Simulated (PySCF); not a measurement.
A GIAO shielding run with PySCF 2.14.0 with density-fitted response routines (density fitting, non-relativistic, gas phase) on SMILES C#C[Si@]1(C)C[C@H](S[SiH3])C1, C6H12SSi2:

```
$ OMP_NUM_THREADS=1 python probes_run.py task.json out

{"job": {"kind": "nmr", "xc": "PBE0", "basis": "pcSseg-1"}, "charge": 0, "multiplicity": 1}
C     -3.139742    -2.465998    -0.105604
C     -2.472293    -1.467682    -0.045176
Si    -1.437938     0.065827     0.027787
C     -2.412696     1.571614    -0.592766
C      0.356620    -0.156840    -0.610329
C      0.901967     0.352933     0.729821
S      2.285196    -0.636122     1.421699
Si     3.793833    -0.293757    -0.045378
C     -0.361984     0.287706     1.598186
H     -3.722886    -3.340583    -0.154667
H     -3.297365     1.729763     0.015583
H     -1.816709     2.478644    -0.560579
H     -2.741162     1.420481    -1.616121
H      0.610987    -1.203406    -0.765612
H      0.712225     0.404875    -1.471491
H      1.269343     1.376533     0.644948
H      3.901658     1.147563    -0.254355
H      3.421187    -0.946384    -1.296846
H      4.987118    -0.868712     0.546804
H     -0.349539    -0.594141     2.234645
H     -0.496738     1.154627     2.240020
```

Hardware: 1 thread of an Intel Xeon, shared host. The job also computes population analyses, field gradients, ring-centre shieldings.

**Question.** How large is the calculation?

**Answer.** 92 electrons, 234 basis functions and 1281 auxiliary functions.

**Question.** How long does it take, and how much memory does it need?

**Answer.** 3.5 min of wall time, with 14 SCF cycles and 5 response iterations; peak memory 1.1 GiB. Times on a shared host scatter by some tens of per cent.
